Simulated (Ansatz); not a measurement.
Basis-set series for C3H4OSi, SMILES `C#C[SiH2]C=O`. Charge 0, multiplicity 1. Geometry: relaxed with PBE0-D4/def2-TZVP. It is one conformer, not always the lowest.

```
functional       basis  functions  energy (Eh)  HOMO (eV)  LUMO (eV)
   PBE0-D4    def2-SVP         94   -480.76726      -7.03      -1.61
   PBE0-D4  def2-QZVPP        418   -481.11020      -7.20      -1.90
   ωB97M-V    def2-SVP         94   -481.01645      -9.28       0.73
   ωB97M-V  def2-QZVPP        418   -481.36659      -9.48       0.31
```

**Question.** Give the rows for def2-TZVPP. (Best estimate.)

**Answer.** Computed: 
```
functional       basis  functions  energy (Eh)  HOMO (eV)  LUMO (eV)
   PBE0-D4  def2-TZVPP        222   -481.08999      -7.18      -1.84
   ωB97M-V  def2-TZVPP        222   -481.34793      -9.45       0.41
```

Positive LUMOs are unbound and depend on the basis.
